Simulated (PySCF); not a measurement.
# Electron correlation in Se(3+) (selenium, charge +3)

[Ar] 3d10 4s2 4p1, 2P determinant. Calculation: PySCF 2.14, in x2c-TZVPPall (6s5p4d1f, 48 functions); scalar relativity by spin-free X2C-1e. Frozen: [Ne]; 21 electrons correlated.

| level | correlation energy (mhartree) |
| --- | --- |
| CCSD | -229.61 |
| (T) | -4.92 |
| CCSD(T) | -234.53 |

Diagnostics: T1 = 0.0049, D1 = 0.0198, largest double amplitude 0.090.

Cost of the coupled-cluster step: roughly 6 core-seconds, for 21 correlated electrons.

Iterations:

```
CC2 = 0
CCSD nocc = (np.int64(11), np.int64(10)), nmo = (43, 43)
frozen orbitals [[0, 1, 2, 3, 4], [0, 1, 2, 3, 4]]
max_cycle = 100
direct = 0
conv_tol = 1e-08
conv_tol_normt = 1e-06
diis_space = 8
diis_start_cycle = 0
Init t2, MP2 energy = -0.229861291928762
Init E_corr(UCCSD) = -0.229861291929685
cycle = 1  E_corr(UCCSD) = -0.220779851945179  dE = 0.00908143998  norm(t1,t2) = 0.0485209
cycle = 2  E_corr(UCCSD) = -0.228856496186186  dE = -0.00807664424  norm(t1,t2) = 0.0155206
cycle = 3  E_corr(UCCSD) = -0.228748965590472  dE = 0.000107530596  norm(t1,t2) = 0.00596013
cycle = 4  E_corr(UCCSD) = -0.229628975825969  dE = -0.000880010235  norm(t1,t2) = 0.00190401
cycle = 5  E_corr(UCCSD) = -0.229610081276135  dE = 1.88945498e-05  norm(t1,t2) = 0.000235408
cycle = 6  E_corr(UCCSD) = -0.229606634867633  dE = 3.4464085e-06  norm(t1,t2) = 2.57718e-05
cycle = 7  E_corr(UCCSD) = -0.229607661107318  dE = -1.02623969e-06  norm(t1,t2) = 5.83869e-06
cycle = 8  E_corr(UCCSD) = -0.229607682465183  dE = -2.13578644e-08  norm(t1,t2) = 1.06995e-06
cycle = 9  E_corr(UCCSD) = -0.229607660465656  dE = 2.19995268e-08  norm(t1,t2) = 2.36234e-07
cycle = 10  E_corr(UCCSD) = -0.229607661701289  dE = -1.23563335e-09  norm(t1,t2) = 5.24905e-08
UCCSD converged
E(UCCSD) = -2426.076922636706  E_corr = -0.2296076617012894
UCCSD(T) correction = -0.00492204843758955
```

This basis was not built for core-valence correlation, so the inner-shell part is incomplete.
